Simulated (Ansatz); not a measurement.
`C=CCCCCCCCCCS`. The state is a singlet with charge 0. Geometry r2SCAN-D4/def2-SVP; atoms count from 1.

```csv
atom,x (Å),y (Å),z (Å)
C1,-4.247,0.320,-4.553
C2,-3.785,1.004,-3.500
C3,-2.446,0.808,-2.857
C4,-2.544,0.362,-1.393
C5,-1.184,0.193,-0.722
C6,-1.287,-0.256,0.735
C7,0.057,-0.543,1.408
C8,0.970,0.678,1.526
C9,2.232,0.444,2.358
C10,3.191,-0.587,1.761
C11,4.470,-0.729,2.578
S12,5.689,-1.900,1.878
H13,-5.244,0.503,-4.964
H14,-3.641,-0.454,-5.039
H15,-4.433,1.761,-3.034
H16,-1.858,0.072,-3.434
H17,-1.879,1.759,-2.896
H18,-3.107,-0.588,-1.344
H19,-3.144,1.097,-0.824
H20,-0.583,-0.544,-1.289
H21,-0.630,1.147,-0.788
H22,-1.831,0.514,1.315
H23,-1.913,-1.166,0.784
H24,-0.127,-0.950,2.420
H25,0.570,-1.346,0.847
H26,1.266,1.026,0.520
H27,0.394,1.508,1.977
H28,2.769,1.404,2.474
H29,1.946,0.131,3.380
H30,2.698,-1.573,1.696
H31,3.453,-0.306,0.725
H32,5.010,0.232,2.621
H33,4.247,-1.014,3.620
H34,4.924,-3.007,2.015
```

Estimate the Mulliken populations of the heavy atoms from the PBE0/def2-TZVP orbitals of Ansatz.


```json
{"atom": "C1", "charge (e)": "-0.29"}
{"atom": "C2", "charge (e)": "-0.12"}
{"atom": "C3", "charge (e)": "-0.13"}
{"atom": "C4", "charge (e)": "-0.23"}
{"atom": "C5", "charge (e)": "-0.24"}
{"atom": "C6", "charge (e)": "-0.16"}
{"atom": "C7", "charge (e)": "-0.20"}
{"atom": "C8", "charge (e)": "-0.21"}
{"atom": "C9", "charge (e)": "-0.18"}
{"atom": "C10", "charge (e)": "-0.24"}
{"atom": "C11", "charge (e)": "-0.18"}
{"atom": "S12", "charge (e)": "-0.23"}
```
Mulliken values depend strongly on the basis.

And the Mayer bond orders between heavy atoms (over 0.3)?

C1–C2 1.98 (1.34 Å); C2–C3 0.99 (1.50 Å); C3–C4 1.00 (1.53 Å); C4–C5 1.02 (1.53 Å); C5–C6 1.02 (1.53 Å); C6–C7 1.02 (1.53 Å); C7–C8 1.01 (1.53 Å); C8–C9 1.01 (1.53 Å); C9–C10 0.99 (1.53 Å); C10–C11 0.99 (1.52 Å); C11–S12 1.05 (1.83 Å).
